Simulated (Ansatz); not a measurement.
A search over several starts for the lowest SCF solution of Cr₂N₂ at the given spin, in a small basis.

```yaml
crystal:
  periodic: [false, false, false]
  atoms:
    - {symbol: Cr, position_ang: [0.155958, -0.132881, -1.841788]}
    - {symbol: Cr, position_ang: [1.128879, -0.172367, 0.493292]}
    - {symbol: N, position_ang: [-0.681602, 0.360542, 0.107368]}
    - {symbol: N, position_ang: [-0.603235, -0.055294, 1.241129]}
basis:
  gaussian: {orbitals: def2-SVP, initial_orbitals: start.molden}
magnetization: {spin_polarized: true, initial_magnetization: 4}
hamiltonian: {xc: pbe0, dispersion: d4}
output: {orbitals: {seedname: orbitals}}
```

The file start.molden holds the orbitals of an earlier run on this structure, at another level or in another basis.

```sh
$ ansatz run in.yaml --threads 4 --pin off --events-out ev --progress --plain --max-ram 3916MiB
```

Shortened log:

```
Functional definition: PBE0
994 factors; integrals over basis functions are off by at most 9.2e-4 eV
mean field evaluation 1: about -59794.3371 eV, gradient 2.7e0 eV
mean field evaluation 2: about -59794.4904 eV, gradient 4.6e-1 eV
mean field evaluation 4: about -59794.6492 eV, gradient 1.7e-1 eV
mean field evaluation 8: about -59794.6549 eV, gradient 3.5e-2 eV
mean field evaluation 16: about -59794.6551 eV, gradient 2.7e-5 eV
mean field evaluation 32: about -59793.7484 eV, gradient 2.4e0 eV
mean field evaluation 64: about -59711.6041 eV, gradient 5.9e1 eV
mean field evaluation 96: about -59793.9029 eV, gradient 3.3e0 eV
mean field evaluation 128: about -59792.9076 eV, gradient 6.2e-1 eV
mean field evaluation 160: about -59794.2836 eV, gradient 8.8e-1 eV
mean field evaluation 192: about -59790.2910 eV, gradient 1.2e1 eV
mean field evaluation 224: about -59794.5862 eV, gradient 1.2e0 eV
mean field -59794.65509176 eV, -2197.4130443494 hartree, gradient 6.0e-6 eV, S^2 8.661440; 14 other end points of the search recorded, 0 dependent functions left out
reference -59794.65513647 eV, -2197.4130459923 hartree; 33, 29 occupied and 57, 61 virtual orbitals, 994 factors
Total energy: -59794.77388712 eV, -2197.4174099984 hartree
```

Hardware: 4 threads of Arm Neoverse V2 on a shared host. Wall time 34 s.

The charge 0 quintet is spin-contaminated (final ⟨S²⟩ up to 8.66, 6.00 for a pure state). The geometry of the quintet was relaxed on an unsound state (⟨S²⟩ 8.35, where a pure state has 6.00). At PBE0-D4/def2-TZVP a triplet of charge 0 lies 1.49 eV below the quintet, each at its own geometry. That triplet is doubtful there (⟨S²⟩ 5.79, where a pure state has 2.00). The structure comes from a short search, and lower isomers may exist.
